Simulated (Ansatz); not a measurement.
Gas-phase electronic energies from Ansatz, PBE0-D4/def2-TZVP geometries. CCSD(T)/CBS is the MP2 limit (def2-TZVPP, def2-QZVPP) plus CCSD(T) − MP2 in def2-TZVPP, frozen cores. Functionals use def2-TZVPP. For Br, Ga outer-core shells are correlated without core-valence functions, which leaves a few kJ/mol of doubt a bond. Scalar relativity is left out up to krypton. One conformer a species, not always the lowest.

Consider the formal exchange of groups at the Si–O bond: `C[O][Ga]([Br])[O][SiH3]` + `C[NH][AlH][SH]` → `[SiH3]C[NH][AlH][SH]` + `C[O][Ga]([OH])[Br]`.

```
             level  ΔE (kcal/mol)
            PBE-D4           22.4
           ωB97X-V           26.5
           ωB97M-V           26.0
            B2PLYP           27.7
               PBE           22.7
            r2SCAN           26.0
CCSD(T)/def2-TZVPP           27.0
     HF/def2-QZVPP           33.7
```

(1) What does CCSD(T)/CBS give? (Estimate.)

Largest T1 diagnostic among the species: 0.012.

## Answers

(1) The calculation gave: +26.7 kcal/mol. The listed levels differ from it by -4.3, -0.2, -0.7, 1.0, -4.0, -0.7, 0.3, 7.0 kcal/mol.

In def2-TZVPP, CCSD(T) changes the Hartree–Fock value by −6.2 kcal/mol (the triples alone add −0.9 kcal/mol) and MP2 by −5.9 kcal/mol. From PBE to PBE0 (25 % exact exchange), in def2-TZVPP and without D4, ΔE moves by +2.0 kcal/mol.
